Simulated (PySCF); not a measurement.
Compound: C3H10GaN.
Structure used (PBE0-D3(BJ)/def2-SVP), in Å, numbered top down from 1:
```xyz
15
C3H10GaN angstrom
N      2.1613   -0.5962    0.3069
Ga     0.9291    0.9910   -0.4701
C     -0.7379   -0.0507   -0.6686
C     -1.4098   -0.6197    0.5652
C     -2.0513    0.5070   -0.1767
H      3.0854   -0.2786    0.5971
H      2.2861   -1.3371   -0.3822
H      1.6973   -1.0050    1.1180
H      1.7889    1.3738   -1.7431
H      0.9531    1.9420    0.8011
H     -0.8338   -0.6849   -1.5588
H     -1.8793   -1.6070    0.5023
H     -0.9805   -0.4020    1.5511
H     -2.9571    0.2876   -0.7504
H     -2.0584    1.4966    0.2923
```

Level of theory: PySCF, TDDFT B3LYP/def2-SVPD, vertical, gas phase, core orbitals frozen in the response. Relativistic effects, spin–orbit coupling among them, are left out although an element past zinc is present.

Kohn–Sham orbitals with the atoms that hold most of them (Löwdin shares over 4%, at most four atoms; ? is withheld):

```csv
orbital,ε (eV),atoms
LUMO+2,0.94,"Ga2 32%, H6 12%, C4 10%, H8 9%"
LUMO+1,0.72,"Ga2 45%, C5 10%, H9 6%, H11 6%"
LUMO,-0.66,?
HOMO,-6.64,?
HOMO-1,-7.17,"Ga2 36%, H10 29%, H9 20%, C3 6%"
HOMO-2,-7.65,"C3 37%, C5 25%, C4 17%"
HOMO-3,-8.20,"C4 26%, C5 22%, C3 19%, H11 8%"
```

Q: Give the leading atoms of the LUMO.

A: Ga2 (bonded to C, N and 2 H) 26%; N1 (bonded to Ga and 3 H) 16%; H6 (bonded to N) 15%; H7 (bonded to N) 14%. By element: hydrogen 29% or more, gallium 26%, nitrogen 16%.

Q: Which atoms hold the HOMO, and with what shares?

A: C3 (bonded to 2 C, Ga and H) 31%; Ga2 (bonded to C, N and 2 H) 20%; C4 (bonded to 2 C and 2 H) 14%; C5 (bonded to 2 C and 2 H) 12%. By element: carbon 57%, gallium 20%.

Q: How does S1 compare with the orbital gap of 5.98 eV?

A: S1 is at 5.20 eV (f = 0.0079), 0.78 eV below the gap, made of HOMO→LUMO (99%). 

Q: Give energy, strength and leading configuration of S1, S2, S3 and S4, and follow the Löwdin shares of the leading atoms from the occupied to the empty orbital.

A: 
- S1 (5.20 eV, f 0.0079), HOMO→LUMO (99%): C3 31% → at most 15%, Ga2 20% → 26%, N1 at most 12% → 16%
- S2 (5.69 eV, f 0.0084), HOMO-1→LUMO (99%): Ga2 36% → 26%, H10 29% → at most 15%, N1 at most 7% → 16%
- S3 (6.27 eV, f 0.035), HOMO-2→LUMO (98%): C3 37% → at most 15%, C5 25% → at most 15%, Ga2 at most 4% → 26%, N1 at most 4% → 16%
- S4 (6.48 eV, f 0.0040), HOMO→LUMO+1 (97%): C3 31% → at most 6%, Ga2 20% → 45%, C5 12% → 10%

Löwdin shares depend on the basis, the more so with diffuse functions.

One conformer stands for the species.
